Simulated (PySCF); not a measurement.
# One molecule, a ladder of functionals, a line

Molecule: `C(#N)[SiH2]CCl`, C$_{2}$H$_{4}$ClNSi.

Geometry:
```json
{"atom": "N1", "x (Å)": "1.684", "y (Å)": "1.978", "z (Å)": "-0.697"}
{"atom": "C2", "x (Å)": "0.975", "y (Å)": "1.141", "z (Å)": "-0.321"}
{"atom": "Si3", "x (Å)": "-0.181", "y (Å)": "-0.194", "z (Å)": "0.252"}
{"atom": "C4", "x (Å)": "-1.916", "y (Å)": "0.538", "z (Å)": "0.315"}
{"atom": "Cl5", "x (Å)": "-1.955", "y (Å)": "1.863", "z (Å)": "1.513"}
{"atom": "H6", "x (Å)": "-0.109", "y (Å)": "-1.301", "z (Å)": "-0.743"}
{"atom": "H7", "x (Å)": "0.261", "y (Å)": "-0.643", "z (Å)": "1.597"}
{"atom": "H8", "x (Å)": "-2.217", "y (Å)": "0.944", "z (Å)": "-0.662"}
{"atom": "H9", "x (Å)": "-2.654", "y (Å)": "-0.222", "z (Å)": "0.612"}
```

GIAO shieldings (ppm, equivalent atoms averaged) in PySCF 2.14 on the PBE0-D3(BJ)/def2-SVP geometry, basis pcSseg-2, gas phase, non-relativistic:

| functional | exact exchange (%) | σ(N1) | σ(C4) | σ(Si3) | σ(Cl5) |
| --- | --- | --- | --- | --- | --- |
| BLYP | 0 | -108.5 | 143.9 | 383.7 | 848.8 |
| BP86 | 0 | -106.8 | 149.2 | 393.0 | 863.0 |
| PBE | 0 | -108.0 | 149.6 | 394.5 | 863.2 |
| B3LYP | 20 | -111.9 | 149.9 | 393.2 | 877.4 |
| PBE0 | 25 | -111.4 | 156.4 | 406.3 | 896.9 |
| mPW1PW91 | 25 | -112.4 | 155.5 | 404.7 | 895.1 |
| HF | 100 | -118.2 | 167.7 | 439.4 | 963.6 |

Task: Fit each shielding as a line in the percentage of exact exchange.

Result: σ(N1) = -108.5 − 0.10 x (rms 1.0 ppm); σ(C4) = 148.2 + 0.20 x (rms 2.5 ppm); σ(Si3) = 390.1 + 0.49 x (rms 4.4 ppm); σ(Cl5) = 861.2 + 1.06 x (rms 7.0 ppm). The functionals also differ in their semilocal parts, which the line can't hold; Hartree–Fock has no correlation at all.

Task: What does the line predict for BHandHLYP (50 %), and what does the run give?

Result: σ(N1): -113.5 predicted, -115.4 computed; σ(C4): 158.2 predicted, 157.1 computed; σ(Si3): 414.6 predicted, 408.7 computed; σ(Cl5): 914.2 predicted, 913.0 computed ppm.
